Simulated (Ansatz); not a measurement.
`[CH3][AlH][NH][AlH2]` + `C[SiH2]N` → `[CH3][AlH][NH][SiH2]C` + `[NH2][AlH2]`  (ligand exchange at the Al–N bond)

Isolated molecules relaxed with PBE0-D4/def2-TZVP in Ansatz; ΔE leaves out vibrations. CCSD(T)/CBS is the MP2 limit (def2-TZVPP, def2-QZVPP) plus CCSD(T) − MP2 in def2-TZVPP, frozen cores. This one scheme is used for every species. Functionals use def2-TZVPP. HSE06 is defined as in plane-wave codes. One conformer a species, not always the lowest.

Task: Is it downhill or uphill in electronic energy at CCSD(T)/CBS, and by how much? (An estimate is asked.)

Result: Ansatz gave: Downhill: ΔE = -2.6 kcal/mol.

Task: What do these levels give: LDA (SPW92), revPBE-D4, HSE06-D4, BHLYP-D4, CAM-B3LYP-D4, ωB97X-V, ωB97M-V, revPBE, RPA@PBE/def2-TZVPP, CCSD/def2-SVP, SCS-MP2/def2-TZVPP, CCSD/def2-TZVPP? (Best estimate.)

Result: The calculation gave: LDA (SPW92) -2.5, revPBE-D4 -2.7, HSE06-D4 -2.4, BHLYP-D4 -2.5, CAM-B3LYP-D4 -2.6, ωB97X-V -2.5, ωB97M-V -2.5, revPBE -2.5, RPA@PBE/def2-TZVPP -2.6, CCSD/def2-SVP -3.1, SCS-MP2/def2-TZVPP -2.5, CCSD/def2-TZVPP -2.6 kcal/mol.

Largest T1 diagnostic among the species: 0.011.

Leaving LDA and LC-ωPBE aside and taking each functional with its dispersion term where it has one, the values, not all of them listed here, spread over 0.5 kcal/mol, from BLYP-D4 to PBE-QIDH.
